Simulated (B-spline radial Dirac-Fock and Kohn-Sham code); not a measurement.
# How the settings move the core levels of Ho⁶⁺

ΔSCF core binding energies without Breit or QED terms, calculated with a B-spline atomic structure program. Keys: rel is the Hamiltonian (dirac, or spin-free x2c and nr, where L3 and M5 stand for the whole 2p and 3d shells), method is hf or an exchange,correlation pair (spin-unpolarised, also for the hole states), nuc the nuclear model, radius_factor scales its radius, rmax is the box in bohr, h the logarithmic mesh step, order the B-spline order, points the quadrature points per cell, c_factor scales the speed of light, and damp, ndamp, maxit and tol steer the iteration. The run stops when the commutator error falls below 10·tol·max(1, Z/10), or the numerical noise floor, and the energy has settled to about 1e-8 Ha; the virial ratio is −V/T.

Base input:

```json
{"items": [{"Z": 67, "q": 6, "cfg": [[1, 0, 2], [2, 0, 2], [2, 1, 6], [3, 0, 2], [3, 1, 6], [3, 2, 10], [4, 0, 2], [4, 1, 6], [4, 2, 10], [4, 3, 9], [5, 0, 2], [5, 1, 4]], "A": 165, "rrms": 5.2022, "do": "settings", "holes": ["K", "L3", "M5"],
  "settings": [{"rel": "dirac", "method": "hf", "nuc": "fermi", "radius_factor": 1.0, "rmax": 45.0, "h": 0.3, "order": 8, "points": 10, "c_factor": 1.0, "maxit": 60, "damp": 0.5, "ndamp": 3, "tol": 1e-08}]}]}
```

The ground state converged in 11 iterations, with total energy -12612.31402 Ha, virial ratio 1.90907 and highest orbital energy -103.22 eV. ΔSCF binding energies: K (1s) 55965.4 eV, L3 (2p3/2) 8190.2 eV, M5 (3d5/2) 1454.6 eV.

Changes from the base run:

```tsv
changed setting	Δ total energy (Ha)	Δ K (eV)	Δ L3 (eV)	Δ M5 (eV)	iterations
radius_factor = 1.2	?	?	?	?	?
tol = 1e-06	0.00000	0.00	0.00	0.00	10
order = 9	-0.00003	0.00	0.00	0.00	11
method = "b88,"; radius_factor = 1.2; rmax = 30.0	-2.46551	+39.15	-33.72	-10.67	10
nuc = "gauss"	-0.00703	+0.08	0.00	0.00	11
damp = 0.0	0.00000	0.00	0.00	0.00	13
method = "b88,"; radius_factor = 1.2; c_factor = 0.8	-390.61288	+2615.17	-29.31	-29.66	10
```

Task: What does the change radius_factor = 1.2 do?

Result: The total energy moves by +0.44280 Ha and the binding energies by K -4.98 eV, L3 +0.03 eV, M5 +0.01 eV; the run takes 11 iterations.
